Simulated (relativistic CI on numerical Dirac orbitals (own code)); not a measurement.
Line list: Electric-dipole lines, Hg⁵⁺

Computed by Dirac-Coulomb-Breit CI, orbitals from a KLI potential per configuration, model QED (radiative potential, 1s self-energy scaled to tabulated hydrogen-like ionisation energies), valence Slater integrals scaled by 0.85, P86 correlation energy added to each configuration (own radial code, finite nucleus).

CI space (outside the closed core [Kr] 4d10 4f14): 5s²5p⁶5d⁷, 5s²5p⁶5d⁶6s, 5s²5p⁶5d⁶5f, 5s²5p⁶5d⁶6p, 5s²5p⁶5d⁵6s², 5s²5p⁶5d⁶5g, 5s²5p⁵5d⁸, 5s²5p⁶5d⁶6d, 5s²5p⁶5d⁶7s, 5s²5p⁶5d⁵6s6p, 5s²5p⁶5d⁶7p, 5s²5p⁶5d⁶7d, 5s²5p⁴5d⁹, 5s5p⁶5d⁸, 5s²5p⁵5d⁷6s. Levels of other configurations are missing.

```
λ vac (nm)                    Lower                      Upper   A (s⁻¹)  log gf  S velocity/length
    38.953      5s²5p⁶5d⁷ ⁴F7/2 [4]   5s²5p⁶5d⁶6p ⁴F°7/2 [160]  4.57e+09   -0.08               0.73
    39.037      5s²5p⁶5d⁷ ⁴F9/2 [1]   5s²5p⁶5d⁶6p ⁴F°9/2 [130]  3.52e+09   -0.09               0.72
    39.850      5s²5p⁶5d⁷ ⁴F9/2 [1]   5s²5p⁶5d⁶6p ⁴D°7/2 [116]  6.04e+09    0.06               0.71
    40.186      5s²5p⁶5d⁷ ²G9/2 [7]   5s²5p⁶5d⁶6p ²G°7/2 [167]  6.14e+09    0.08               0.71
    40.194      5s²5p⁶5d⁷ ⁴F5/2 [3]   5s²5p⁶5d⁶6p ²D°5/2 [141]  5.03e+09   -0.14               0.66
    40.394     5s²5p⁶5d⁷ ²G7/2 [10]   5s²5p⁶5d⁶6p ²G°7/2 [183]  6.27e+09    0.09               0.70
    40.432      5s²5p⁶5d⁷ ⁴F5/2 [3]   5s²5p⁶5d⁶6p ⁴F°3/2 [138]  7.90e+09   -0.11               0.67
    40.528      5s²5p⁶5d⁷ ²G9/2 [7]   5s²5p⁶5d⁶6p ⁴F°7/2 [160]  5.17e+09    0.01               0.69
    40.854      5s²5p⁶5d⁷ ⁴F7/2 [4]   5s²5p⁶5d⁶6p ⁴D°5/2 [133]  8.31e+09    0.10               0.69
    40.874      5s²5p⁶5d⁷ ⁴F9/2 [1]   5s²5p⁶5d⁶6p ⁶D°7/2 [107]  6.58e+09    0.12               0.70
    40.935      5s²5p⁶5d⁷ ⁴F7/2 [4]   5s²5p⁶5d⁶6p ⁴G°9/2 [132]  6.01e+09    0.18               0.71
    41.267      5s²5p⁶5d⁷ ²P3/2 [2]   5s²5p⁶5d⁶6p ⁴D°3/2 [121]  7.54e+09   -0.11               0.66
    41.279      5s²5p⁶5d⁷ ⁴F5/2 [3]   5s²5p⁶5d⁶6p ²F°7/2 [127]  3.75e+09   -0.12               0.68
    41.606      5s²5p⁶5d⁷ ⁴F9/2 [1]   5s²5p⁶5d⁶6p ⁴F°9/2 [100]  8.68e+09    0.35               0.67
    41.611      5s²5p⁶5d⁷ ⁴F9/2 [1]   5s²5p⁶5d⁶6p ⁴G°11/2 [99]  5.42e+09    0.23               0.67
    41.617      5s²5p⁶5d⁷ ²G9/2 [7]   5s²5p⁶5d⁶6p ²G°9/2 [146]  7.00e+09    0.26               0.70
    41.629     5s²5p⁶5d⁷ ²G7/2 [10]   5s²5p⁶5d⁶6p ²G°7/2 [167]  5.48e+09    0.06               0.69
    41.782     5s²5p⁶5d⁷ ²H11/2 [9]  5s²5p⁶5d⁶6p ²H°11/2 [161]  1.15e+10    0.56               0.69
    42.629      5s²5p⁶5d⁷ ²P3/2 [2]   5s²5p⁶5d⁶6p ²D°5/2 [108]  3.72e+09   -0.22               0.66
    86.693  5s²5p⁶5d⁶6s ⁴H11/2 [30]  5s²5p⁶5d⁶6p ⁴H°13/2 [150]  1.88e+09    0.47               0.92
    86.883   5s²5p⁶5d⁶6s ⁶D9/2 [20]   5s²5p⁶5d⁶6p ⁶F°11/2 [95]  3.25e+09    0.64               0.84
    88.516   5s²5p⁶5d⁶6s ⁴G9/2 [26]  5s²5p⁶5d⁶6p ²H°11/2 [134]  2.92e+09    0.62               0.90
    89.060  5s²5p⁶5d⁶6s ²H11/2 [36]  5s²5p⁶5d⁶6p ²H°11/2 [161]  2.11e+09    0.48               0.73
    89.269   5s²5p⁶5d⁶6s ⁴G9/2 [42]  5s²5p⁶5d⁶6p ²I°11/2 [176]  2.37e+09    0.53               0.92
    89.463  5s²5p⁶5d⁶6s ⁴H13/2 [31]  5s²5p⁶5d⁶6p ⁴I°15/2 [143]  3.96e+09    0.88               0.95
    90.300  5s²5p⁶5d⁶6s ⁴H11/2 [49]  5s²5p⁶5d⁶6p ⁴H°13/2 [185]  3.29e+09    0.75               0.94
    90.768   5s²5p⁶5d⁶6s ⁴F9/2 [47]  5s²5p⁶5d⁶6p ⁴G°11/2 [182]  2.48e+09    0.57               0.90
    91.253  5s²5p⁶5d⁶6s ²I13/2 [53]  5s²5p⁶5d⁶6p ²K°15/2 [198]  3.77e+09    0.88               0.98
    112.32   5s²5p⁶5d⁶6s ⁶D9/2 [20]    5s²5p⁶5d⁶6p ⁴F°9/2 [80]  1.16e+09    0.34               0.60
    115.34   5s²5p⁶5d⁶6s ⁶D9/2 [20]    5s²5p⁶5d⁶6p ⁶D°7/2 [76]  1.13e+09    0.26               0.52
```

Terms are leading LS components. Brackets give the number of a level in order of energy, since labels repeat. The list gives strong lines, with weight on those to low levels, among the lowest 200 of 2548 levels, so that lines to higher ones, which can be the strongest, are missing. Levels whose partners in the same complex of configurations lie outside the list can be far off, and so can their lines. Rates are taken at the computed energies, electric ones in the length gauge. A velocity-to-length ratio far from 1 marks an uncertain rate.

At this charge configurations can still be misplaced by up to about 7 % of their energy. Levels and lines within the n = 5 or 6 shells can be off by up to 10 % or somewhat more, and those that change n by about 2 %, since core polarisation is missing.

LS names give the leading component of a level, which can be under half, so a name can repeat, a term be missing and a line seem to break the LS rules.
